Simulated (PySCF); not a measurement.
# Ionisation energy of Si⁺ by level of theory

Si⁺ [Ne] 3s2 3p1 (2P) → Si²⁺ [Ne] 3s2 (1S), as a difference of total energies. Calculation: PySCF 2.14, in aug-cc-pVDZ-DK (5s4p2d, 27 functions); scalar relativity by spin-free X2C-1e. Correlated levels: valence: [Ne] frozen. The calculations carry no spin-orbit coupling.

```
       method  ionisation energy (eV)
          UHF                  15.808
          LDA                  16.355
          PBE                  16.411
         PBE0                  16.426
       r2SCAN                  16.500
       B2PLYP                  16.202
      wB97X-V                  16.265
    BHandHLYP                  16.277
MP2 (valence)                  15.979
```

**Question.** Estimate what MN15 gives.

**Answer.** 16.111 eV, closest to B2PLYP among the rows shown.

**Question.** Estimate what SCS-MP2 (valence) gives.

**Answer.** 15.959 eV, closest to MP2 (valence) among the rows shown.

Errors of the correlated levels include the incompleteness of this basis and the frozen core.

For comparison: 16.322 eV (measured; NIST levels, between the centres of gravity of the two terms).
